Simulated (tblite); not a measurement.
Compound: C5H4F3NS.
Atom-mapped SMILES: `[CH3:1][c:2]1[cH:3][c:4]([C:5]([F:6])([F:7])[F:8])[s:9][n:10]1` (hydrogens: H11, H12, H13 on C1; H14 on C3)

Computed with GFN2-xTB (tblite), gas phase: Langevin dynamics at 600 K from the optimised GFN2-xTB geometry, time step 0.5 fs, friction 0.01 fs⁻¹, 2000 steps.

Start geometry:
```
atom  x, y, z in Å
C1     -2.564   -0.113   -0.018
C2     -1.154    0.349    0.084
C3     -0.017   -0.477   -0.097
C4      1.124    0.260    0.068
C5      2.529   -0.203   -0.057
F6      3.347    0.367    0.840
F7      2.637   -1.530    0.110
F8      3.054    0.068   -1.268
S9      0.710    1.897    0.419
N10    -0.881    1.601    0.356
H11    -3.235    0.717    0.181
H12    -2.750   -0.909    0.700
H13    -2.757   -0.502   -1.016
H14    -0.045   -1.526   -0.326
```

The statistics below take the 31 frames saved every 25 fs from 250 to 1000 fs; their kinetic temperature (all 3N coordinates) averages 559 K.

Task: How do the bond lengths spread?

Result: 
```csv
bond,start (Å),mean (Å),standard deviation (Å),shortest (Å),longest (Å)
C1–C2,1.487,1.502,0.039,1.428,1.597
C2–C3,1.416,1.413,0.025,1.338,1.456
C3–C4,1.369,1.368,0.021,1.322,1.412
C4–C5,1.485,1.500,0.039,1.420,1.575
C5–F6,1.342,1.352,0.037,1.264,1.420
C5–F7,1.342,1.352,0.039,1.274,1.417
C5–F8,1.347,1.351,0.044,1.272,1.443
C4–S9,1.725,1.739,0.055,1.651,1.873
S9–N10,1.619,1.624,0.041,1.540,1.741
C2–N10,1.310,1.319,0.024,1.284,1.381
C1–H11,1.086,1.096,0.038,1.020,1.174
C1–H12,1.089,1.095,0.044,1.031,1.192
C1–H13,1.089,1.099,0.038,1.052,1.207
C3–H14,1.074,1.084,0.045,1.001,1.187
```

The run is classical and short, so these are rough statistics of one trajectory.

What follows is the cost of the whole dynamics run. Time: 17 s of wall time; peak memory 0.18 GiB. Hardware: one thread, Intel Xeon Platinum 8375C at 2.90 GHz (x86_64), shared host with 96 logical CPUs at a one-minute load of 43.
